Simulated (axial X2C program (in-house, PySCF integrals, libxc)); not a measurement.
## La⁺: configurations by level of theory

Calculated with an axial X2C code built on PySCF integrals, basis dyall-v3z (cores contracted in-house), spin-free (one-electron X2C) and two-component (2c, atomic mean-field Coulomb and Gaunt terms). Energies in eV from the lowest row of each column (rows without correlated energies are left out; n/a marks j-coupled starts, which PBE0 does not hold); electrons by l are Mulliken totals of the Hartree–Fock solution, and PBE0 can relax to another configuration under the same block occupation. Coupled cluster uses truncated natural virtuals with an MP2 remainder. Frozen shells in the correlated columns: 4 s, 3 p, 2 d.

Spin-free determinants:

```json
{"electrons by l": "s11 p24 d21", "M_S, M_L": "1, 2", "HF": "0.18", "MP2": "0.00", "PBE0": "0.36"}
{"electrons by l": "s10 p24 d22", "M_S, M_L": "1, 3", "HF": "0.05", "MP2": "0.00", "PBE0": "0.17"}
{"electrons by l": "s11 p24 d21", "M_S, M_L": "1, 1", "HF": "0.17", "MP2": "0.02", "PBE0": "0.28"}
{"electrons by l": "s11 p24 d21", "M_S, M_L": "1, 0", "HF": "0.12", "MP2": "0.03", "PBE0": "0.23"}
{"electrons by l": "s10 p24 d22", "M_S, M_L": "1, 2", "HF": "0.00", "MP2": "0.03", "PBE0": "0.01"}
{"electrons by l": "s10.4 p24 d21.6", "M_S, M_L": "0, 2", "HF": "0.22", "MP2": "0.11", "PBE0": "0.21"}
{"electrons by l": "s10 p24 d22", "M_S, M_L": "1, 0", "HF": "0.13", "MP2": "0.16", "PBE0": "0.00"}
{"electrons by l": "s10 p24 d22", "M_S, M_L": "1, 1", "HF": "0.39", "MP2": "0.27", "PBE0": "0.26"}
```

Two-component determinants:

| electrons by l | 2M_J | HF | MP2 | PBE0 |
| --- | --- | --- | --- | --- |
| s10.1 p24 d21.9 | 4 | 0.01 | 0.00 | 0.12 |
| s10 p24 d22 | 2 | 0.00 | 0.09 | 0.00 |
| s11 p24 d21 | 2 | 0.18 | 0.15 | 0.29 |
| s10.4 p24 d21.6 | 4 | 0.24 | 0.20 | n/a |
| s10 p24 d22 | 6 | 0.10 | 0.22 | 0.14 |
| s10 p24 d22 | 8 | 0.19 | 0.23 | 0.33 |
| s10.3 p24 d21.7 | 4 | 0.32 | 0.30 | 0.34 |
| s10.2 p24 d21.8 | 2 | 0.23 | 0.32 | n/a |

Ground level as tabulated from the NIST Atomic Spectra Database (leading term): 2S+1 = 3, L = 3, J = 2.

Spin-free rows of one term, and 2c rows of one J level, should be degenerate; broken spherical symmetry, the missing current term of PBE0 and determinants that mix terms or J levels spread them. The search is wide but not exhaustive and can miss a configuration; gaps between s and d configurations can be off by some tenths of an eV with this basis and core.

The run took 80 s on 1 thread of Arm Neoverse V2, with other jobs on the host.
